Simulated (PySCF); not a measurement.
Molecule: SMILES C=C[S@OH30](F)(F)(F)(F)F, C₂H₃F₅S.

Geometry (Å), atoms numbered from 1 in this order:
```xyz
11

C     1.698    0.504    0.111
C     0.778   -0.370   -0.265
S    -0.974   -0.123    0.012
F    -2.553    0.045    0.231
F    -0.763    0.347    1.535
F    -0.927    1.415   -0.456
F    -1.285   -0.579   -1.502
F    -1.124   -1.651    0.499
H     1.442    1.436    0.619
H     2.753    0.299   -0.086
H     0.972   -1.315   -0.775
```

Geometry PBE0-D3(BJ)/def2-SVP throughout; GIAO in PySCF 2.14, gas phase, one conformer, non-relativistic; equivalent atoms averaged; functional PBE0.

Question: How do the shifts δ (against TMS, CS2, CFCl3 at the same level) depend on the basis set? (a selection of nuclei; ppm; last column core-seconds on shared hosts with different chips, so compare them loosely)

Answer: 
```csv
basis set,functions,C2,C1,S3,F7,F5/F8,F6,F4,H11,H9,core-s
STO-3G,47,118.4,106.8,-23.4,-0.8,-2.1,-3.7,-8.6,5.84,5.62,3.1
pcSseg-0,82,172.6,140.7,262.0,85.3,81.1,75.5,137.0,7.39,7.03,7
6-31G,82,151.6,124.2,188.5,92.8,90.6,87.4,162.5,7.24,6.79,6.3
6-31G*,122,145.3,118.2,182.9,76.2,75.9,74.8,115.0,6.60,6.10,9.6
cc-pVDZ,131,152.3,122.5,182.5,77.8,77.6,76.5,118.1,6.45,6.12,13
def2-SVP,131,151.9,122.2,208.3,87.0,85.8,83.8,121.4,6.58,6.18,12
pcSseg-1,158,159.8,130.3,182.1,77.9,77.1,75.4,118.6,6.78,6.35,16
aug-cc-pVDZ,215,152.2,121.6,195.9,76.8,76.2,74.8,117.9,7.06,6.37,29
"6-311+G(2d,p)",242,157.7,127.0,201.0,82.9,82.4,81.2,120.1,6.89,6.27,25
def2-TZVP,272,158.2,128.3,215.2,85.5,85.2,84.3,119.1,6.86,6.25,42
cc-pVTZ,286,157.0,127.4,189.8,80.9,80.4,79.2,118.6,6.86,6.26,46
IGLO-III,319,162.6,131.1,211.2,87.8,87.3,86.0,123.0,6.98,6.32,52
```

Question: Which nucleus among those listed moves most, in ppm?

Answer: S3 (sulfur bonded to C, 5 F): from -23.4 ppm with STO-3G to 262.0 ppm with pcSseg-0. The smallest spread is 1.41 ppm, at H9. Proton shifts span only some 12 ppm, so a few tenths of a ppm matter as much there as several ppm in carbon.

Question: Taking the largest basis, IGLO-III (319 functions), as the yardstick, rank the others by their worst heavy-atom deviation.

Answer: def2-TZVP 4.4 ppm (272 functions), 6-311+G(2d,p) 10.2 ppm (242 functions), def2-SVP 10.6 ppm (131 functions), aug-cc-pVDZ 15.4 ppm (215 functions), cc-pVTZ 21.4 ppm (286 functions), 6-31G* 28.3 ppm (122 functions), cc-pVDZ 28.7 ppm (131 functions), pcSseg-1 29.1 ppm (158 functions), 6-31G 39.5 ppm (82 functions), pcSseg-0 50.8 ppm (82 functions), STO-3G 234.6 ppm (47 functions).

A small basis that lands close on one nucleus may do so by chance; judge by the trend and by all nuclei.
